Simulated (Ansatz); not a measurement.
A nudged elastic band was laid between two geometries of C₂H₈FNOSi₂ (15 atoms, charge 0, multiplicity 1).

Theory: Ansatz 0.2.0, RKS B3LYP-D4/STO-3G.

| Item | Value |
| --- | --- |
| movable images | 5 |
| climbing image | yes |
| spring | 5.0 eV/Å² |
| optimiser | quadratic models (default) |
| start path | through a guess of the saddle point |
| force threshold | 0.05 eV/Å |
| iteration limit | 53 |
| end points | relaxed |

First end point:

```xyz
15
Properties=species:S:1:pos:R:3
C 0.329 -2.298 0.216
Si -0.492 -0.892 -0.718
O 0.427 -0.212 -2.042
C 0.526 1.080 -1.299
N -0.294 0.722 -0.089
Si -0.464 1.659 1.354
F 0.856 1.516 2.321
H 0.334 -3.216 -0.386
H -0.212 -2.515 1.146
H 1.368 -2.060 0.477
H -1.845 -1.312 -1.051
H 1.595 1.337 -1.072
H 0.103 1.928 -1.899
H -0.628 3.059 1.007
H -1.624 1.153 2.065
```

Last end point:

```xyz
15
Properties=species:S:1:pos:R:3
C -0.089 -2.417 -0.222
Si -1.006 -0.864 -0.927
O 0.416 -0.304 -1.943
C 0.707 0.825 -1.132
N 0.068 0.419 0.248
Si -0.691 1.702 1.273
F 0.471 2.737 1.778
H -0.316 -3.308 -0.824
H -0.422 -2.643 0.802
H 1.006 -2.319 -0.201
H 0.800 -0.116 0.786
H 1.801 1.045 -1.025
H 0.198 1.790 -1.419
H -1.661 2.373 0.435
H -1.305 1.026 2.399
```

Which bonds break or form, and what moves?

Bonds broken: Si2–H11. Bonds formed: N5–H11.

What energy profile does the band end with?

It did not converge within its limit. The highest image is number 2 of 0 to 6, 317.9 kJ/mol above the first end and 204.6 kJ/mol above the last; the last end lies 113.3 kJ/mol above the first. The band didn't meet its force threshold, so its energies are provisional: the largest band force was still 0.17 eV/Å, and over the last iterations the top stayed at 3.29 eV. Neighbouring images lie up to 4.2 Å apart, so the band is torn or far too coarse. Inner images lie below an end point, which means an intermediate or an end that isn't the lowest structure nearby. The orbitals stay closed-shell, which can raise the energy where a bond breaks towards radicals; this wasn't checked here. Limits of this set-up: minimal basis.

```tsv
image	path coordinate (Å)	energy (kJ/mol)	Si2–H11 (Å)	N5–H11 (Å)
0	0.00	0.0	1.46	2.73
1	2.38	3.9	1.46	2.73
2	4.76	317.9	1.57	1.45
3	8.92	61.7	3.00	1.05
4	13.05	149.3	2.86	1.04
5	17.19	160.5	3.19	1.05
6	21.32	113.3	2.60	1.05
```

Run time: 19 min on 1 thread of Arm Neoverse V1, with other jobs on the host, peak memory 0.15 GiB.
